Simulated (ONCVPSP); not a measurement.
Before and after: ONCV potential for Os

ONCVPSP 4.0.1 input, shortened (lines: element, Z, core and valence counts, functional; n l f; lmax; l rc ep ncon nbas qcut; lloc lpopt rc5 dvloc0; l nproj debl; icmod fcfact rcfact), PBEsol, scalar-relativistic:

```
  Os 76.00   10    4  -116133      upf
    1    0    2.00
    2    0    2.00
    2    1    6.00
    3    0    2.00
    3    1    6.00
    3    2   10.00
    4    0    2.00
    4    1    6.00
    4    2   10.00
    4    3   14.00
    5    0    2.00
    5    1    6.00
    5    2    6.00
    6    0    2.00
    2
    0    1.65    0.00    4    7    6.10
    1    1.15    0.00    4    9    7.70
    2    2.35    0.00    4    8    6.20
    4    3    1.00    3.00
    0    2    3.00
    1    2    2.00
    2    2    3.70
    3    3.75    1.45
```

All-electron outer shells of the reference configuration (PBEsol, scalar-relativistic, ld1.x):

```tsv
shell	level (eV)	outermost node (bohr)	outermost maximum (bohr)
5s	-91.60	0.51	0.91
4f	-52.02	–	0.40
5p	-50.86	0.55	1.03
5d	-6.29	0.60	1.36
6s	-6.19	1.20	2.48
```

Change: fully relativistic.

Cutoffs: the cutoffs (Ha) at which the residual kinetic energy of the hardest occupied pseudo-wave falls to 1 and 0.1 mHa per electron; they do not see the model core or the augmentation charge, which bear on the density cutoff. Errors are all-electron minus pseudo energies relative to the spin-unpolarised reference configuration.

Question: Predict the effect on cutoff, ghosts and configuration errors.

Answer: The potential gets harder (50 Ha and 190 Ha → 78 Ha and 199 Ha); of the 4 tests that both files solve, the error grows in 0 and shrinks in 4 by more than 15 % and 0.3 meV (median size 11.3 → 4.1 meV); neither file shows a bound ghost.

```csv
quantity,base,changed
"cutoff, loose",50 Ha,78 Ha
"cutoff, tight",190 Ha,199 Ha
loose cutoff by channel,"s 16 Ha, p 50 Ha, d 14 Ha","s 16 Ha, p 78 Ha, d 14 Ha"
bound ghosts,none,none
GHOST(+) flags under 300 eV,s at 151.8 eV,s at 151.5 eV
"error for 5s2 5p6 5d6 6s1, meV [ΔE 9.62 → 9.63 eV]",-4.8,-1.3
"error for 5s2 5p6 5d6 6s0, meV [ΔE 26.56 → 26.58 eV]",-18,-8.7
"error for 5s2 5p6 5d5 6s0, meV [ΔE 55.44 eV]",-22,-6.9
"error for 5s2 5p6 5d6 6s1.5, meV [ΔE 3.94 eV]",-1.7,-0.2
s: phases at 1.68 bohr within 0.05 rad from the reference energy up to (Ha; the scan ends near 5),4.9,4.9
"rms error of d²Exc/dni dnj with the model core, mHa",0.71,3.08
```
